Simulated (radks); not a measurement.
Problem. Species: the gadolinium ion Gd2+. Configuration: [Xe] 4f7 6s1 (not the ground configuration). Method: scalar-relativistic Kohn-Sham, LDA (Slater exchange, Perdew-Wang correlation), spin-polarised, spherical densities, finite nucleus; open shells are filled with parallel spins first (spin-orbit coupling, left out, can overturn this in heavy ions); Fermi nuclear charge, rms radius 5.1569 fm; computed with a radial shooting solver on a logarithmic mesh with Libxc functionals. Some entries of the table are withheld. Estimate them.

| orbital | occ. | eigenvalue (eV) | <r^2> (bohr^2) |
|---|---|---|---|
| 1s up | 1 | -50063.51 | 0.0006559 |
| 1s down | 1 | -50063.49 | 0.0006559 |
| 2s up | 1 | -8280.688 | 0.01029 |
| 2s down | 1 | -8280.573 | 0.01029 |
| 2p up | 3 | -7374.938 | 0.008287 |
| 2p down | 3 | -7374.854 | 0.008287 |
| 3s up | 1 | -1848.506 | 0.06845 |
| 3s down | 1 | -1845.768 | 0.06834 |
| 3p up | 3 | -1567.792 | 0.06860 |
| 3p down | 3 | -1565.078 | 0.06846 |
| 3d up | 5 | -1195.799 | 0.05761 |
| 3d down | 5 | -1193.675 | 0.05745 |
| 4s up | 1 | -386.8860 | 0.3456 |
| 4s down | 1 | -380.8402 | 0.3457 |
| 4p up | 3 | -294.2812 | 0.3902 |
| 4p down | 3 | -288.2980 | 0.3906 |
| 4d up | 5 | -166.0591 | 0.4696 |
| 4d down | 5 | -160.1950 | 0.4720 |
| 5s up | 1 | (1) | 1.954 |
| 5s down | 1 | (2) | 2.011 |
| 5p up | 3 | -44.5047 | (3) |
| 5p down | 3 | -42.1146 | (4) |
| 4f up | 7 | -27.2010 | 0.9206 |
| 4f down | 0 | -22.0062 | 1.033 |
| 6s up | 1 | -16.9615 | 11.88 |
| 6s down | 0 | -15.6998 | 12.44 |

Solution. 
(1) 5s up eigenvalue (eV): -67.4874
(2) 5s down eigenvalue (eV): -64.4160
(3) 5p up <r^2> (bohr^2): 2.652
(4) 5p down <r^2> (bohr^2): 2.746
